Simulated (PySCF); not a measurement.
A mixed set of molecules.

All values: wB97X-D/def2-SVPD (PySCF) at PBE0-D3(BJ)/def2-SVP geometries, gas phase, one conformer each. Core orbitals are frozen in the response; Δα² is half the sum of the squared differences of the principal polarisabilities. Dipoles and anisotropies that the point group forbids are given as zero.

**Question.** Rank by HOMO–LUMO gap, lowest first.
A. `O=C(F)c1ccc(C(=O)F)cc1`
B. `Fc1cnccn1`
C. `[H]/N=C\C[C@H]1CCC1=C`
D. `N#C[C@@H]1C[C@H](F)O1`

**Answer.** A (8.93 eV), B (9.73 eV), C (10.67 eV), D (12.62 eV).

**Question.** Rank by mean static polarisability, highest first.
A. `N#C[C@@H]1C[C@H](F)O1`
B. `Fc1cnccn1`
C. `O=C(F)C1=CC=C(C(=O)F)C=C1`
D. `[H]/N=C\C[C@H]1CCC1=C`

**Answer.** C (14.81 Å³), D (13.29 Å³), B (8.56 Å³), A (7.83 Å³).

All values together:

```
                SMILES   formula  μ (D)  HOMO (eV)  LUMO (eV)  α (Å³)  Δα (Å³)  electrons  α per electron (Å³)  ΔSCF removal energy (eV)
             Fc1cnccn1   C4H3FN2   1.47      -9.82      -0.09    8.56     5.15         50                0.171                         –
O=C(F)c1ccc(C(=O)F)cc1  C8H4F2O2   0.00     -10.35      -1.42   14.81    11.28         86                0.172                         –
 [H]/N=C\C[C@H]1CCC1=C    C7H11N   2.35      -9.10       1.57   13.29     4.22         60                0.221                      9.28
 N#C[C@@H]1C[C@H](F)O1   C4H4FNO   4.98     -11.27       1.35    7.83     2.89         52                0.151                     11.68
```

Conformers: `[O:1]=[C:2]([F:3])[c:4]1[cH:5][cH:6][c:7]([C:8](=[O:9])[F:10])[cH:11][cH:12]1` with O1–C2–C4–C5 180°, C6–C7–C8–O9 0°; `[H]/[N:8]=[CH:7]\[CH2:6][C@@H:5]1[C:2](=[CH2:1])[CH2:3][CH2:4]1` with C4–C5–C6–C7 67°, C5–C6–C7–N8 -116°, C1–C2–C3–C4 -154°, C2–C3–C4–C5 -15°, C3–C4–C5–C6 138°, C1–C2–C5–C4 154°.

A dash marks a removal energy that wasn't run or isn't settled.
